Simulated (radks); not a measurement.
Q: All-electron atom: Au3+ in [Xe] 4f13 5d8 6p1 (not the ground configuration). All-electron calculation, Dirac Kohn-Sham, PBE, spin-unpolarised, spherical densities, point nucleus; open shells fill j = l - 1/2 first. Program: a radial shooting solver on a logarithmic mesh with Libxc functionals. Some entries of the table are withheld. Estimate them.

orbital  occ.  eigenvalue (Ry)  r(max) (bohr)
1s1/2       2              (1)        0.01041
2s1/2       2        -1049.199        0.06037
2p1/2       2        -1006.095            (2)
2p3/2       4        -871.1746            (3)
3s1/2       2        -250.8925         0.1699
3p1/2       2        -231.5541         0.1586
3p3/2       4        -201.7824         0.1736
3d3/2       4        -169.7481         0.1352
3d5/2       6        -163.3532         0.1393
4s1/2       2        -57.61384         0.3828
4p1/2       2        -49.36723         0.3810
4p3/2       4        -42.17605         0.4116
4d3/2       4        -28.70013         0.4042
4d5/2       6        -27.35431         0.4136
5s1/2       2        -11.32006            (4)
4f5/2       6              (5)         0.3706
4f7/2       7              (6)         0.3750
5p1/2       2         -8.58184         0.8851
5p3/2       4         -7.28186         0.9609
5d3/2       4              (7)          1.130
5d5/2       4              (8)          1.161
6p1/2       1         -2.00790          2.270
6p3/2       0         -1.83348          2.472

A: 
(1) 1s1/2 eigenvalue (Ry): -5932.151
(2) 2p1/2 r(max) (bohr): 0.04446
(3) 2p3/2 r(max) (bohr): 0.05184
(4) 5s1/2 r(max) (bohr): 0.8405
(5) 4f5/2 eigenvalue (Ry): -10.06925
(6) 4f7/2 eigenvalue (Ry): -9.77985
(7) 5d3/2 eigenvalue (Ry): -3.49798
(8) 5d5/2 eigenvalue (Ry): -3.34391
